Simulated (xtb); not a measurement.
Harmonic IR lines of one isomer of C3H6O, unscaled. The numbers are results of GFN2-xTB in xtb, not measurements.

```csv
wavenumber (cm⁻¹),relative intensity
360,15
496,82
615,7.8
772,8.7
959,3.1
1047,36
1110,100
1183,13
1344,63
1743,72
2992,18
3005,26
3014,15
3085,5.0
3102,30
3507,7.2
```

Problem. Which structure gives these lines?
A. `C=COC`
B. `C/C=C\O`
C. `C/C=C/O`
D. `CC(C)=O`

Solution. B, `C/C=C\O`
